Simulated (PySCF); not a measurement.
# Gas-phase XPS of `N#C[Si@@H]1C[C@@H]1C1CC1`, computed

Species: C6H9NSi.
Atom-mapped SMILES: `[N:1]#[C:2][Si@@H:3]1[CH2:4][C@@H:5]1[CH:6]1[CH2:7][CH2:8]1`

Computed with delta-SCF UKS SCAN, pcX-2 on the ionised atom, pcseg-1 elsewhere, spin-free X2C in PySCF. These are vertical core ionisation energies against the vacuum level, from separate self-consistent calculations with and without the core hole.

Question: Give the core binding energies atom by atom.

Answer: 
| atom(s) | bonded to | level | binding energy (eV) | 2p1/2 (eV) | above the level's lowest (eV) | count |
| --- | --- | --- | --- | --- | --- | --- |
| Si3 | 3 C and H | Si 2p3/2 | 107.26 | 107.89 | 0.00 | 1 |
| C4 | C, 2 H and Si | C 1s | 290.49 | – | 0.00 | 1 |
| C7 | 2 C and 2 H | C 1s | 290.51 | – | +0.02 | 1 |
| C8 | 2 C and 2 H | C 1s | 290.58 | – | +0.09 | 1 |
| C5 | 2 C, H and Si | C 1s | 290.59 | – | +0.10 | 1 |
| C6 | 3 C and H | C 1s | 290.81 | – | +0.32 | 1 |
| C2 | N (triple bond) and Si | C 1s | 291.48 | – | +0.99 | 1 |
| N1 | C (triple bond) | N 1s | 404.74 | – | 0.00 | 1 |
| Si3 | 3 C and H | Si 1s | 1847.02 | – | 0.00 | 1 |

Lowest listed C 1s: C4, bonded to C, 2 H and Si. Highest, 0.99 eV above it: C2, bonded to N (triple bond) and Si. The widest gap between neighbouring values is 0.67 eV, between 290.81 and 291.48 eV. Summing the Pauling electronegativity differences to the bonded atoms, each weighted by its formal bond order, gives -1.35 for the lowest site and +0.82 for the highest; no listed site has a larger sum than the highest. The values 290.49 and 290.51 eV; the values 290.58 and 290.59 eV lie too close for their order to be trusted.

Question: Express the binding energy of Si 1s of Si3 in atomic units and per mole.

Answer: 1847.02 eV = 67.8767 Eh = 178210 kJ/mol.

Question: Which effective nuclear charge Zeff reproduces each element's mean 1s value in the hydrogen-like formula E = 13.606 eV × Zeff²?

Answer: C (Z = 6): mean 290.7 eV, Zeff = 4.62, Z − Zeff = 1.38; N (Z = 7): mean 404.7 eV, Zeff = 5.45, Z − Zeff = 1.55; Si (Z = 14): mean 1847.0 eV, Zeff = 11.65, Z − Zeff = 2.35. Means run over the listed sites, weighted by atom count.

The 2p values add to the ΔSCF energy of one spin-free hole a correction within the shell (spin–orbit coupling, ligand field). 2p1/2 minus 2p3/2 (ligand field included): Si 0.63 eV. The structure is a single PBE0-D3(BJ)/def2-SVP conformer in the gas phase; no vibrational or solvent corrections.

The values belong to the conformer `[N:1]#[C:2][Si@@H:3]1[CH2:4][C@@H:5]1[CH:6]1[CH2:7][CH2:8]1`: C4–C5–C6–C7 49°.
